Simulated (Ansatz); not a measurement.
One change: `ClC(Cl)I` becomes `FC(Cl)(Cl)I`.

Ansatz, PBE0-D4/def2-TZVP geometries, multiplicity 1. 

Elements past krypton have def2 core potentials.

```json
{"property": "HOMO energy (PBE/def2-TZVPP) / eV", "`ClC(Cl)I`": "-6.58"}
{"property": "HOMO–LUMO gap (B3LYP/def2-TZVPP) / eV", "`ClC(Cl)I`": "5.32"}
{"property": "LUMO energy (ωB97M-V/def2-TZVPP) / eV", "`ClC(Cl)I`": "0.06"}
{"property": "LUMO energy (PBE0/def2-TZVPP) / eV", "`ClC(Cl)I`": "-1.97"}
{"property": "HOMO–LUMO gap (ωB97M-V/def2-TZVPP) / eV", "`ClC(Cl)I`": "10.01"}
{"property": "ideal-gas entropy at 298 K and 1 bar (rigid rotor, harmonic PBE0-D4/def2-TZVP) / J/(mol·K)", "`ClC(Cl)I`": "325"}
```

Task: Give the same properties after the change, and the shifts. (An estimate is asked.)

Result: The calculation gave: 
| property | `FC(Cl)(Cl)I` | shift |
| --- | --- | --- |
| HOMO energy (PBE/def2-TZVPP) / eV | -6.73 | -0.15 |
| HOMO–LUMO gap (B3LYP/def2-TZVPP) / eV | 5.14 | -0.18 |
| LUMO energy (ωB97M-V/def2-TZVPP) / eV | -0.27 | -0.33 |
| LUMO energy (PBE0/def2-TZVPP) / eV | -2.32 | -0.35 |
| HOMO–LUMO gap (ωB97M-V/def2-TZVPP) / eV | 9.86 | -0.15 |
| ideal-gas entropy at 298 K and 1 bar (rigid rotor, harmonic PBE0-D4/def2-TZVP) / J/(mol·K) | 340 | 15 |

With PBE0 the HOMO falls by 0.18 eV and the LUMO falls by 0.35 eV, so the gap narrows by about 0.17 eV. PBE moves the HOMO by -0.15 eV and ωB97M-V by -0.18 eV.

B3LYP here is the variant with VWN-RPA as its local correlation; programs differ in this.

Spin–orbit coupling is left out; it splits and shifts lone-pair levels of the heavy atoms by tenths of an eV.
